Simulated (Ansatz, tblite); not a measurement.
Removing an electron: the cluster PbF₃⁻ (the lowest singlet isomer of a short search). The state is a singlet with charge -1. Geometry: r2SCAN-D4/def2-TZVPD. Ansatz, gas phase; energy differences of separate SCF runs; the oxidised species was run as a doublet alone.

```xyz
4

Pb    0.4124   -0.6582   -0.2333
F    -1.6526   -0.7846    0.2324
F     0.2610    1.0308   -1.5066
F     0.9793    0.4119    1.5075
```

In the def2 sets Pb takes a core potential; there is no spin–orbit coupling. The xTB rows come from tblite. The structure comes from a short search, and lower isomers may exist.

| level | −HOMO (eV) | vertical IE (eV) | −LUMO (eV) | HOMO–LUMO gap (eV) |
| --- | --- | --- | --- | --- |
| GFN1-xTB | 5.54 | 9.28 | -1.06 | 6.60 |
| PBE-D4/def2-TZVPD | 1.83 | 4.87 | -3.22 | 5.05 |
| PBE0-D4/def2-TZVPD | 3.11 | 5.21 | -3.76 | 6.87 |

Q: Estimate the rows for GFN2-xTB, r2SCAN-D4/def2-TZVPD.

A: 
```tsv
level	−HOMO (eV)	vertical IE (eV)	−LUMO (eV)	HOMO–LUMO gap (eV)
GFN2-xTB	5.65	9.22	-1.54	7.18
r2SCAN-D4/def2-TZVPD	2.11	5.01	-3.75	5.86
```

 Raw xTB energy differences between charge states are shifted by several eV; the methods need an empirical correction for them.
